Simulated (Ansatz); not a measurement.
A structure relaxed at PBE0-D4/def2-SVP in Ansatz, charge 1, doublet:

```
atom   x (Å)   y (Å)   z (Å)
 Li1   2.537   1.635   0.246
 Li2  -2.763   0.687  -1.029
 Li3   0.643   0.376  -2.935
 Li4   0.269  -2.779   0.942
 Li5  -0.868   1.946   2.149
 Al6  -0.817  -1.351  -1.237
 Al7  -1.524  -0.616   1.152
 Al8  -0.115   1.180  -0.400
 Al9   1.673  -0.908  -0.637
Al10   0.964  -0.169   1.750
```

Question: Give its formula and point group.

Answer: the cluster Li₅Al₅⁺ (the lowest doublet isomer of a short search). Point group C4v (tolerance 0.1 Å).

Question: Summarise the bond lengths by kind (pairs closer than 1.2 times the sum of covalent radii, bridged metal pairs left out).

Answer: 16 × Al–Li 2.77 to 2.83 Å; 8 × Al–Al 2.60 to 2.76 Å.

The structure comes from a short search, and lower isomers may exist.
